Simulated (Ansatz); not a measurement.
`[NH2][SnH2][CH2]O` and `N[CH2][SnH2][NH2]` differ in one atom or group.

Ansatz, PBE0-D4/def2-TZVP geometries, multiplicity 1. Each molecule was computed in one conformer, which needn't be the lowest.

Elements past krypton have def2 core potentials.

```tsv
property	`[NH2][SnH2][CH2]O`
LUMO energy (ωB97M-V/def2-TZVPP) / eV	1.28
HOMO energy (PBE0/def2-TZVPP) / eV	-6.64
zero-point energy (PBE0-D4/def2-TZVP) / kJ/mol	210.5
LUMO energy (PBE0/def2-TZVPP) / eV	-0.13
size of the dipole moment (B3LYP/def2-TZVPP) / D	1.62
HOMO–LUMO gap (PBE/def2-TZVPP) / eV	4.39
```

Q: What does the change do to each property? (Best estimate.)

A: Ansatz gave: 
```csv
property,`N[CH2][SnH2][NH2]`,shift
LUMO energy (ωB97M-V/def2-TZVPP) / eV,1.56,0.28
HOMO energy (PBE0/def2-TZVPP) / eV,-6.58,0.06
zero-point energy (PBE0-D4/def2-TZVP) / kJ/mol,244.3,33.8
LUMO energy (PBE0/def2-TZVPP) / eV,0.22,0.35
size of the dipole moment (B3LYP/def2-TZVPP) / D,2.53,0.91
HOMO–LUMO gap (PBE/def2-TZVPP) / eV,4.67,0.28
```

With PBE0 the HOMO rises by 0.06 eV and the LUMO rises by 0.35 eV, so the gap widens by about 0.29 eV. PBE moves the HOMO by 0.07 eV and ωB97M-V by 0.01 eV. The zero-point energy changes by 33.8 kJ/mol with +3 modes. Dipoles are sizes alone; their direction can turn.

Positive LUMOs are unbound, so they and the gaps depend on the basis.

B3LYP here is the variant with VWN-RPA as its local correlation; programs differ in this.
